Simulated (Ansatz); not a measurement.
Born–Oppenheimer molecular dynamics of Cl$_{3}$FSi (5 atoms, charge 0, multiplicity 1). It starts from a relaxed structure.

The calculation used Ansatz 0.2.0, RKS BLYP-D4/def2-SVP.

- ensemble: NVE (velocity Verlet)
- time step: 2 fs
- steps asked: 166
- starting velocities drawn for: 1500 K
- seed: 55940

Frames 2 fs apart, positions in Å, forces in eV/Å.

Velocities at 280 fs (Å/ps):

```
Si 3.36 -5.00 3.91
F -6.05 -1.59 -3.75
Cl 0.37 0.33 -2.43
Cl -1.15 0.08 -0.79
Cl 1.36 4.40 2.13
```

```xyz
5
Properties=species:S:1:pos:R:3:forces:R:3 time_fs=280 energy_less_start_eV=0.394 T=489
Si 0.097 0.014 -0.073 -0.35 1.12 1.18
F -0.170 -0.005 1.565 1.04 0.13 -0.80
Cl 2.111 -0.083 -0.707 -1.13 0.26 0.50
Cl -1.115 1.620 -0.657 0.85 0.10 -0.11
Cl -0.980 -1.546 -0.677 -0.41 -1.62 -0.76
5
Properties=species:S:1:pos:R:3:forces:R:3 time_fs=282 energy_less_start_eV=0.428 T=400
Si 0.103 0.004 -0.065 -0.39 1.49 0.78
F -0.181 -0.008 1.556 1.05 0.13 -0.39
Cl 2.111 -0.082 -0.712 -1.09 0.24 0.53
Cl -1.117 1.621 -0.659 0.96 -0.01 -0.06
Cl -0.977 -1.538 -0.673 -0.53 -1.84 -0.85
5
Properties=species:S:1:pos:R:3:forces:R:3 time_fs=284 energy_less_start_eV=0.462 T=313
Si 0.109 -0.003 -0.055 -0.42 1.75 0.27
F -0.190 -0.011 1.547 1.03 0.13 0.11
Cl 2.110 -0.081 -0.716 -1.05 0.23 0.55
Cl -1.117 1.621 -0.661 1.05 -0.10 -0.01
Cl -0.976 -1.532 -0.670 -0.61 -2.00 -0.92
5
Properties=species:S:1:pos:R:3:forces:R:3 time_fs=286 energy_less_start_eV=0.493 T=233
Si 0.115 -0.007 -0.045 -0.46 1.89 -0.32
F -0.197 -0.013 1.538 0.99 0.13 0.67
Cl 2.108 -0.080 -0.719 -1.00 0.21 0.58
Cl -1.117 1.621 -0.662 1.11 -0.16 0.03
Cl -0.974 -1.528 -0.668 -0.64 -2.06 -0.95
5
Properties=species:S:1:pos:R:3:forces:R:3 time_fs=288 energy_less_start_eV=0.518 T=169
Si 0.119 -0.010 -0.035 -0.52 1.90 -0.92
F -0.202 -0.015 1.531 0.92 0.13 1.21
Cl 2.105 -0.078 -0.722 -0.94 0.21 0.59
Cl -1.116 1.621 -0.664 1.14 -0.20 0.06
Cl -0.974 -1.527 -0.667 -0.61 -2.04 -0.95
5
Properties=species:S:1:pos:R:3:forces:R:3 time_fs=290 energy_less_start_eV=0.532 T=135
Si 0.123 -0.009 -0.027 -0.61 1.81 -1.44
F -0.205 -0.017 1.526 0.86 0.14 1.66
Cl 2.100 -0.076 -0.724 -0.87 0.20 0.60
Cl -1.113 1.621 -0.666 1.16 -0.21 0.08
Cl -0.974 -1.527 -0.668 -0.53 -1.95 -0.91
5
Properties=species:S:1:pos:R:3:forces:R:3 time_fs=292 energy_less_start_eV=0.529 T=144
Si 0.127 -0.006 -0.021 -0.75 1.64 -1.80
F -0.206 -0.019 1.524 0.81 0.14 1.94
Cl 2.095 -0.074 -0.726 -0.79 0.20 0.60
Cl -1.109 1.620 -0.667 1.15 -0.20 0.10
Cl -0.975 -1.530 -0.669 -0.42 -1.78 -0.83
5
Properties=species:S:1:pos:R:3:forces:R:3 time_fs=294 energy_less_start_eV=0.505 T=205
Si 0.129 -0.001 -0.017 -0.94 1.38 -1.92
F -0.205 -0.021 1.526 0.79 0.15 1.97
Cl 2.089 -0.072 -0.726 -0.69 0.21 0.58
Cl -1.103 1.619 -0.669 1.12 -0.17 0.10
Cl -0.976 -1.535 -0.671 -0.29 -1.58 -0.74
5
Properties=species:S:1:pos:R:3:forces:R:3 time_fs=296 energy_less_start_eV=0.463 T=313
Si 0.130 0.006 -0.015 -1.15 1.08 -1.78
F -0.203 -0.022 1.532 0.81 0.15 1.77
Cl 2.082 -0.070 -0.727 -0.59 0.21 0.55
Cl -1.097 1.618 -0.670 1.07 -0.10 0.09
Cl -0.977 -1.542 -0.674 -0.15 -1.34 -0.63
5
Properties=species:S:1:pos:R:3:forces:R:3 time_fs=298 energy_less_start_eV=0.409 T=449
Si 0.129 0.015 -0.017 -1.36 0.72 -1.42
F -0.200 -0.022 1.542 0.86 0.17 1.35
Cl 2.075 -0.067 -0.726 -0.49 0.22 0.52
Cl -1.089 1.617 -0.671 0.99 -0.02 0.07
Cl -0.979 -1.550 -0.677 0.00 -1.09 -0.52
5
Properties=species:S:1:pos:R:3:forces:R:3 time_fs=300 energy_less_start_eV=0.355 T=587
Si 0.126 0.024 -0.020 -1.53 0.33 -0.92
F -0.194 -0.023 1.555 0.92 0.18 0.81
Cl 2.067 -0.064 -0.725 -0.39 0.23 0.48
Cl -1.080 1.616 -0.672 0.88 0.10 0.04
Cl -0.980 -1.559 -0.681 0.13 -0.84 -0.40
5
Properties=species:S:1:pos:R:3:forces:R:3 time_fs=302 energy_less_start_eV=0.309 T=705
Si 0.122 0.034 -0.024 -1.63 -0.10 -0.35
F -0.187 -0.023 1.569 0.96 0.21 0.23
Cl 2.058 -0.061 -0.724 -0.30 0.23 0.43
Cl -1.071 1.615 -0.673 0.73 0.25 -0.01
Cl -0.982 -1.569 -0.686 0.24 -0.60 -0.30
```

Of the whole run (332 fs, mean temperature of the second half 786 K): The conserved energy stayed within 0.59 meV per atom of its start (net change 0.3 meV per atom), so the integration is sound. Over the second half the temperature averaged 0.52 of the 1500 K drawn at the start: a run that starts near a minimum puts about half its kinetic energy into the potential. A run of 0.33 ps of so small a system gives no equilibrium averages.

Time of the run: 2.9 min on 2 threads of Intel(R) Xeon(R) Platinum 8259CL CPU @ 2.50GHz (Skylake/Cascade Lake), with other jobs on the host, peak memory 0.14 GiB.
